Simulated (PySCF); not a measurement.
Isomers of C3H12Ge2, mass 195.936 u with the commonest isotopes. Method used: PBE0-D3(BJ)/def2-SVP geometry optimisation, gas phase (PySCF). One conformer each, none proved a minimum here; rigid rotors.

Question: Order these by out-of-plane moment Σ m c² = (Ia + Ib − Ic)/2, smallest first.
A. Ge(GeH3)Me3, `[CH3][Ge]([CH3])([CH3])[GeH3]`
B. `[CH3:1][CH2:2][CH:3]([GeH3:4])[GeH3:5]` with C1–C2–C3–Ge4 -176°
C. `[CH3:1][CH2:2][CH2:3][GeH2:4][GeH3:5]` with C1–C2–C3–Ge4 180°, C2–C3–Ge4–Ge5 -60°

Answer: B (14.89 u·Å²), C (17.52 u·Å²), A (89.11 u·Å²).

Question: Order these by radius of gyration √(Σ m r²/M), largest first.
A. `[CH3:1][CH2:2][CH:3]([GeH3:4])[GeH3:5]` with C1–C2–C3–Ge4 -176°
B. Ge(GeH3)Me3, `[CH3][Ge]([CH3])([CH3])[GeH3]`
C. `[CH3:1][CH2:2][CH2:3][GeH2:4][GeH3:5]` with C1–C2–C3–Ge4 180°, C2–C3–Ge4–Ge5 -60°

Answer: C (1.937 Å), A (1.859 Å), B (1.661 Å).

Question: Order these by rotational constant C, smallest first.
A. `[CH3:1][CH2:2][CH:3]([GeH3:4])[GeH3:5]` with C1–C2–C3–Ge4 -176°
B. `[CH3:1][CH2:2][CH2:3][GeH2:4][GeH3:5]` with C1–C2–C3–Ge4 180°, C2–C3–Ge4–Ge5 -60°
C. Ge(GeH3)Me3 (`[CH3][Ge]([CH3])([CH3])[GeH3]`)

Answer: B (704.0 MHz), A (763.4 MHz), C (1120 MHz).

| SMILES | point group | Ia (u·Å²) | Ib (u·Å²) | Ic (u·Å²) | κ | μa (D) | μb (D) | μc (D) |
| --- | --- | --- | --- | --- | --- | --- | --- | --- |
| [CH3][Ge]([CH3])([CH3])[GeH3] | near C3v | 178.52 | 450.93 | 451.23 | -1.00 | 1.28 | 0.00 | 0.00 |
| CC[CH]([GeH3])[GeH3] | C1 | 233.10 | 458.72 | 662.03 | -0.52 | 0.22 | 0.88 | 0.33 |
| CC[CH2][GeH2][GeH3] | C1 | 187.03 | 565.83 | 717.82 | -0.81 | 0.99 | 0.12 | 0.16 |
